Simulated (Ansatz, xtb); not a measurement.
# F2GeInSi: which of two structures lies lower

Structure X is a doublet given by its coordinates and structure Y is a doublet given by its coordinates. Both are isolated molecules in the gas phase, relaxed with PBE0-D3(BJ)/def2-SVP.

X (Å):

```xyz
5

F    -2.7117    0.9717    0.6080
F     1.7911    1.5028    1.9748
Ge    0.9735    1.2662    0.4411
In    0.3440    0.9216   -2.2305
Si   -1.2345    1.0224   -0.0765
```

Close contacts (Å): F1–Si5 1.63, F2–Ge3 1.75, Ge3–In4 2.77, Ge3–Si5 2.28, In4–Si5 2.67.

Y (Å):

```yaml
atoms:
  - { symbol: F, position_ang: [-2.6668, 1.5379, -0.3212] }
  - { symbol: F, position_ang: [1.4741, 0.5322, 0.3825] }
  - { symbol: Ge, position_ang: [0.1113, -0.6651, -0.2213] }
  - { symbol: In, position_ang: [1.2907, 2.8535, 0.8945] }
  - { symbol: Si, position_ang: [-1.0630, 1.4201, 0.0183] }
```

Close contacts (Å): F1–Si5 1.64, F2–Ge3 1.91, F2–In4 2.38, Ge3–Si5 2.41, In4–Si5 2.89.

Task: Estimate which is lower in electronic energy at CCSD(T)/def2-SVP, and by roughly how much.

Result: The CCSD(T)/def2-SVP calculation puts structure Y lower, by 27.0 kJ/mol.

Level by level:

| level | geometry | E(Y) − E(X) (kJ/mol) | departure from the last row (kJ/mol) | job, with rough time for the two |
| --- | --- | --- | --- | --- |
| PBE0-D3(BJ)/def2-SVP | PBE0-D3(BJ)/def2-SVP | −34.5 | −7.5 | optimisation, 68 s |
| HF/def2-SVP | PBE0-D3(BJ)/def2-SVP | −89.9 | −62.9 | part of the CCSD(T) run |
| MP2/def2-SVP | PBE0-D3(BJ)/def2-SVP | −7.5 | +19.5 | part of the CCSD(T) run |
| CCSD(T)/def2-SVP | PBE0-D3(BJ)/def2-SVP | −27.0 |  | single point, 72 s |

The levels shown agree on the order. The largest departure from CCSD(T)/def2-SVP is that of HF/def2-SVP, 62.9 kJ/mol. Levels run at GFN2-xTB geometries aren't shown.

With harmonic frequencies from PBE0-D3(BJ)/def2-SVP (ideal gas, rigid rotor, one conformer each, 298.15 K, 1 atm): on the last row, ΔE + ΔZPE = −28.2 kJ/mol. A mode under 50 cm⁻¹ makes harmonic enthalpies and free energies unreliable, so none is given.

Open shells are spin-unrestricted. The correlated steps freeze 20 core orbitals; the filled d shell of Ge and In is correlated, in a basis made for valence electrons. Atoms past krypton carry core potentials in the def2 sets and no spin–orbit term is included. Codes used: Ansatz 0.2.0; the last row on 2 threads of Intel(R) Xeon(R) 6975P-C (Granite Rapids) on a shared host.
